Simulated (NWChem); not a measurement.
NbF₄ cation; SMILES [F][Nb+]([F])([F])[F]

```xyz
5

Nb     0.0002     0.0000     0.0000
F      1.1736     0.8413    -1.0531
F      0.8695    -1.1293     1.0783
F     -1.1583    -0.9128    -1.0092
F     -0.8849     1.2008     0.9839
```
Atoms are numbered in this order, from 1.

Level: PBE0/def2-SVP with def2 effective core potentials on Nb (NWChem), optimised geometry, unscaled harmonic frequencies. This spin state was assumed; another may lie lower. def2 effective core potentials on Nb; no spin-orbit coupling.

| frequency (cm⁻¹) | IR intensity (km/mol) |
|---|---|
| 189 | 0.0 |
| 189 | 0.0 |
| 190 | 21.2 |
| 190 | 21.2 |
| 190 | 21.2 |
| 801 | 0.0 |
| 843 | 170.8 |
| 843 | 170.7 |
| 843 | 170.7 |

| Quantity | Result |
|---|---|
| zero-point energy | 6.1 kcal/mol |
| thermal correction to the enthalpy at 298.15 K (with zero-point energy) | 10.5 kcal/mol |
| heat capacity Cv | 17.6 cal/(mol K) |
| entropy at 298.15 K and 1 atm (symmetry number 12) | 74.9 cal/(mol K) |

Rigid rotor and harmonic oscillator.
